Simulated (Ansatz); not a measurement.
CH4BF2Ga. The species carries charge 0 and has multiplicity 1. The bonds changed during the relaxation, so this is another structure than the one it started from. Geometry: relaxed with PBE0-D4/def2-TZVP.

```xyz
9

B    -0.415    0.725   -0.566
C    -1.233   -0.230    0.179
F    -1.900    0.037    1.279
F    -1.432   -1.496   -0.115
Ga    1.323   -0.221    0.252
H    -0.397    1.880   -0.281
H     0.107    0.275   -1.573
H     1.443   -1.769    0.439
H     2.503    0.798    0.385
```

What is the dipole moment at ωB97M-V/def2-TZVPP? (An estimate is asked.)

The calculation gave: 1.04 D, with components (0.96, -0.30, 0.26) D in this frame, pointing from negative to positive charge.

And with PBE, r2SCAN, B3LYP? (Estimate.)

The calculation gave: PBE 0.90 D, r2SCAN 0.90 D, B3LYP 1.00 D.

Give the Mulliken charges with ωB97M-V, r2SCAN, B3LYP in def2-TZVPP. (An estimate is asked.)

Ansatz gave: 
```csv
atom,ωB97M-V,r2SCAN,B3LYP
B1,-0.43,-0.21,-0.23
C2,0.40,0.41,0.44
F3,-0.14,-0.15,-0.15
F4,-0.14,-0.15,-0.15
Ga5,0.13,0.16,0.12
H6,0.11,0.03,0.05
H7,0.07,-0.01,0.00
H8,-0.01,-0.05,-0.04
H9,0.00,-0.04,-0.03
```

B3LYP here is the variant with VWN-RPA as its local correlation; programs differ in this.
